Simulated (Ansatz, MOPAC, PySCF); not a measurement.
C4H9Cl3Sn, SMILES `CCC[CH2][Sn]([Cl])([Cl])[Cl]` (C–C–C–C torsion 180°, C–C–C–Sn torsion -180°), neutral singlet in the gas phase. In the def2 sets core potentials replace the inner electrons of Sn.

Cartesian coordinates (Å):
```xyz
17

C     -2.7063     0.2595     0.1906
C     -1.4752    -0.0579    -0.6425
C     -0.1771     0.0541     0.1514
C      1.0493    -0.2654    -0.6911
Sn     2.8399    -0.0955     0.4621
Cl     3.0640     2.0654     1.3309
Cl     2.7832    -1.5441     2.2986
Cl     4.7972    -0.5657    -0.7239
H     -2.7962    -0.4264     1.0479
H     -2.6642     1.2848     0.5911
H     -3.6274     0.1716    -0.4044
H     -1.4252     0.6204    -1.5122
H     -1.5560    -1.0773    -1.0588
H     -0.0900     1.0734     0.5664
H     -0.2210    -0.6257     1.0202
H      1.0363    -1.2943    -1.0840
H      1.1686     0.4229    -1.5426
```
Charge 0, spin multiplicity 1.

All levels are single points at this geometry (PBE0-D3(BJ)/def2-SVP); Pople sets use spherical d functions. Orbital energies aren't observables, and empty levels follow the basis.

| level | HOMO (eV) | LUMO (eV) | gap (eV) | dipole (D) | vertical IE, Delta-SCF (eV) |
|---|---|---|---|---|---|
| B3LYP-D3(BJ)/def2-TZVP in Ansatz | -8.40 | -2.44 | 5.96 | 4.24 | 10.11 |
| CAM-B3LYP-D3(BJ)/def2-TZVP in Ansatz | -9.91 | -1.16 | 8.75 | 4.21 | – |
| PBE/6-31G* (LANL2DZ on Sn) in PySCF | -7.49 | -3.06 | 4.43 | 4.67 | 9.79 |
| HF/6-31G* (LANL2DZ on Sn) in PySCF | -11.63 | 1.20 | 12.83 | 4.94 | 10.51 |
| PM3 in MOPAC | -11.16 | -3.06 | 8.10 | 4.29 | – |
| PM6 in MOPAC | -11.10 | -2.16 | 8.94 | 4.25 | – |

Ansatz is a first-principles code.
